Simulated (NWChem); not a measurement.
System: CH5ClFNSi; SMILES NC[Si@H](F)Cl

The following NWChem deck was run.

```
start job
memory heap 200 mb stack 900 mb global 1100 mb
geometry units angstroms noautosym nocenter noautoz
  N     -0.398765     2.629157    -0.039807
  C     -0.917501     1.264743    -0.269202
  Si     0.237635    -0.078962     0.363337
  F      1.655961     0.078960    -0.393016
  Cl    -0.488799    -1.983383    -0.020599
  H     -0.260387     2.801653     0.954610
  H      0.508118     2.745169    -0.488613
  H     -1.096272     1.134911    -1.343676
  H     -1.901786     1.177884     0.207775
  H      0.499794     0.032591     1.817787
end
basis spherical
  * library 6-31g*
end
dft
  xc xpbe96 cpbe96
  iterations 150
end
cosmo
  do_cosmo_smd true
  solvent acetntrl
end
task dft energy
```

Parts of the log:

```
             Northwest Computational Chemistry Package (NWChem) 7.3.0
             --------------------------------------------------------

                             Geometry "geometry" -> ""
                             -------------------------

 Output coordinates in angstroms (scale by  1.889725989 to convert to a.u.)

  No.       Tag          Charge          X              Y              Z
 ---- ---------------- ---------- -------------- -------------- --------------
    1 N                    7.0000    -0.39876500     2.62915700    -0.03980700
    2 C                    6.0000    -0.91750100     1.26474300    -0.26920200
    3 Si                  14.0000     0.23763500    -0.07896200     0.36333700
    4 F                    9.0000     1.65596100     0.07896000    -0.39301600
    5 Cl                  17.0000    -0.48879900    -1.98338300    -0.02059900
    6 H                    1.0000    -0.26038700     2.80165300     0.95461000
    7 H                    1.0000     0.50811800     2.74516900    -0.48861300
    8 H                    1.0000    -1.09627200     1.13491100    -1.34367600
    9 H                    1.0000    -1.90178600     1.17788400     0.20777500
   10 H                    1.0000     0.49979400     0.03259100     1.81778700

 Effective nuclear repulsion energy (a.u.)     295.9730477894

  pbe96 is a nonlocal functional; adding pw91lda local functional.

                                 NWChem DFT Module
                                 -----------------

 Summary of "ao basis" -> "ao basis" (spherical)
 ------------------------------------------------------------------------------
       Tag                 Description            Shells   Functions and Types
 ---------------- ------------------------------  ------  ---------------------
 N                           6-31g*                  6       14   3s2p1d
 C                           6-31g*                  6       14   3s2p1d
 Si                          6-31g*                  8       18   4s3p1d
 F                           6-31g*                  6       14   3s2p1d
 Cl                          6-31g*                  8       18   4s3p1d
 H                           6-31g*                  2        2   2s

 in cosmo_initialize ...
 calling solv_data for solv:acetntrl

[...]

                                COSMO-SMD solvation results
                                ---------------------------

             internal energy in gas <Psi(g)|H|Psi(g)> =      -944.899852760381
         internal energy in solvent <Psi(s)|H|Psi(s)> =      -944.898691003785
                               delta internal energy  =         0.001161756595 (    0.73 kcal/mol)
   total free energy in solvent <Psi(s)|H+V/2|Psi(s)> =      -944.910315424890
 polarization energy contribution <Psi(s)|V/2|Psi(s)> =        -0.011624421104 (   -7.29 kcal/mol)
    total free energy in solvent including G(SMD-CDS) =      -944.909724495926
                       G(SMD-CDS) energy contribution =         0.000590928964 (    0.37 kcal/mol)
     1 M fixed-concentration free energy of solvation =        -0.009871735545 (   -6.19 kcal/mol)

                       DFT Final Molecular Orbital Analysis
                       ------------------------------------

 Vector   27  Occ=2.000000D+00  E=-2.954898D-01
              MO Center= -4.0D-01, -1.7D+00, -1.9D-02, r^2= 1.9D+00
   Bfn.  Coefficient  Atom+Function         Bfn.  Coefficient  Atom+Function
  ----- ------------  ---------------      ----- ------------  ---------------
    67      0.628415   5 Cl px               71      0.342570   5 Cl px
    69     -0.251625   5 Cl pz               63     -0.247007   5 Cl px
    68     -0.157792   5 Cl py               73     -0.133845   5 Cl pz
    50      0.124561   4 F  py               65      0.098909   5 Cl pz
    54      0.090293   4 F  py               72     -0.080671   5 Cl py

 Vector   28  Occ=2.000000D+00  E=-2.833462D-01
              MO Center= -2.6D-01, -9.8D-01,  2.7D-01, r^2= 3.9D+00
   Bfn.  Coefficient  Atom+Function         Bfn.  Coefficient  Atom+Function
  ----- ------------  ---------------      ----- ------------  ---------------
    69      0.553793   5 Cl pz               73      0.302992   5 Cl pz
    88     -0.251307  10 H  s                65     -0.217063   5 Cl pz
    67      0.179056   5 Cl px               87     -0.172716  10 H  s
    37     -0.135479   3 Si pz               20      0.108226   2 C  s
     3      0.106498   1 N  px               17      0.101809   2 C  px

 Vector   29  Occ=2.000000D+00  E=-1.883918D-01
              MO Center= -5.0D-01,  2.1D+00, -7.9D-02, r^2= 2.6D+00
   Bfn.  Coefficient  Atom+Function         Bfn.  Coefficient  Atom+Function
  ----- ------------  ---------------      ----- ------------  ---------------
     3      0.330154   1 N  px                4     -0.324105   1 N  py
     8     -0.305817   1 N  py                7      0.282866   1 N  px
     6     -0.209423   1 N  s                34     -0.204222   3 Si s
     5      0.186805   1 N  pz               35      0.169571   3 Si px
     9      0.162491   1 N  pz               18      0.151110   2 C  py

 Vector   30  Occ=0.000000D+00  E= 9.387748D-04
              MO Center= -2.7D-02,  1.4D-01,  4.2D-01, r^2= 4.5D+00
   Bfn.  Coefficient  Atom+Function         Bfn.  Coefficient  Atom+Function
  ----- ------------  ---------------      ----- ------------  ---------------
    39      0.625715   3 Si px               40      0.626765   3 Si py
    70      0.604647   5 Cl s                38     -0.551590   3 Si s
    72      0.477787   5 Cl py                6     -0.444292   1 N  s
    36      0.425116   3 Si py               35      0.306150   3 Si px
    68      0.253914   5 Cl py               20      0.213852   2 C  s

[...]
```

Level: PBE/6-31G* (spherical d), SMD on the gas-phase geometry. Geometry: optimised at B3LYP/6-31G* (spherical d). Solvent: acetonitrile.
